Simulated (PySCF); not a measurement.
# Orbital energies, ionisation energy and electron affinity

Species: C3H10AsB.
Geometry (PBE0-D3(BJ)/def2-SVP, Å), atoms numbered from 1 in this order:
```xyz
15
C3H10AsB angstrom
B      2.486   -0.903   -0.438
As     1.628    0.854   -0.215
C     -0.242    0.606   -0.778
C     -1.035   -0.448   -0.019
C     -2.484   -0.537   -0.478
H      3.398   -1.221    0.284
H      2.219   -1.572   -1.408
H      1.467    0.931    1.292
H     -0.730    1.592   -0.704
H     -0.188    0.365   -1.852
H     -0.542   -1.428   -0.140
H     -1.000   -0.226    1.061
H     -3.037   -1.303    0.087
H     -2.550   -0.796   -1.546
H     -3.007    0.423   -0.337
```

Level: PBE0/def2-SVPD (PySCF). Frontier orbitals with their largest atomic shares (Löwdin; up to four atoms above 4 %):

| orbital | ε (eV) | main atoms |
| --- | --- | --- |
| HOMO−3 | -9.52 | C4 24 %, C5 15 %, H11 10 %, H12 10 % |
| HOMO−2 | -9.18 | As2 23 %, B1 20 %, H8 18 %, H7 12 % |
| HOMO−1 | -8.63 | As2 25 %, C3 23 %, B1 20 %, H6 8 % |
| HOMO | -6.83 | ? |
| LUMO | -1.80 | B1 52 %, As2 21 %, H7 9 %, H6 8 % |
| LUMO+1 | 0.46 | As2 26 %, B1 14 %, H8 11 %, C3 9 % |
| LUMO+2 | 0.90 | B1 40 %, As2 15 %, H8 8 %, C3 5 % |

Q: What vertical ionisation energy does ΔSCF give, and how far is −ε(HOMO) from it?

A: ΔSCF: 8.79 eV (848 kJ/mol; threshold wavelength 141 nm); ⟨S²⟩ of the doublet left behind is 0.755, against 0.75 for a pure doublet. −ε(HOMO) is 6.83 eV, 1.96 eV below it. For the exact functional −ε(HOMO) would equal the first vertical ionisation energy; PBE0 (global hybrid, 25 % exact exchange) falls short of its own ΔSCF value by 22 %.

Q: On which atoms does the HOMO lie?

A: As2 (arsenic bonded to B, C and H) 57 %, B1 (three-coordinate boron) 19 %, C3 (chain CH2 carbon) 8 %, H8 (hydrogen on arsenic) 5 %, so more than half of it is on one atom. The HOMO−1 lies 1.80 eV lower.

Q: And the vertical electron affinity, the fundamental gap, Mulliken's electronegativity and the hardness (with the factor ½)?

A: EA = 0.14 eV by ΔSCF (−ε(LUMO) = 1.80 eV). IE − EA = 8.65 eV against an orbital gap of 5.03 eV; (IE + EA)/2 = 4.46 eV; (IE − EA)/2 = 4.32 eV. Parr's electrophilicity index (IE + EA)²/[8(IE − EA)] is 1.15 eV.

Q: With α = 88.4 au, estimate the like-pair dispersion coefficient by London's formula C6 = (3/4)α²I.

A: I = 0.3230 Eh, so C6 ≈ 1890 au, a rough estimate.

Q: Shift the occupied levels rigidly so that −ε(HOMO) equals the ΔSCF value. What binding energies result?

A: The shift is +1.96 eV: HOMO 8.79, HOMO−1 10.59, HOMO−2 11.14, HOMO−3 11.48 eV. A rigid shift is only a rough guide to the deeper ionisations.

Q: What total energies stand behind the ΔSCF value?

A: E(N) = -2380.20344 Eh and E(N − 1) = -2379.88042 Eh at the same geometry, 0.32302 Eh apart. With one more electron, E(N + 1) = -2380.20859 Eh.

Geometry: PBE0-D3(BJ)/def2-SVP, one conformer, isolated molecule. The calculation is non-relativistic, for arsenic too.
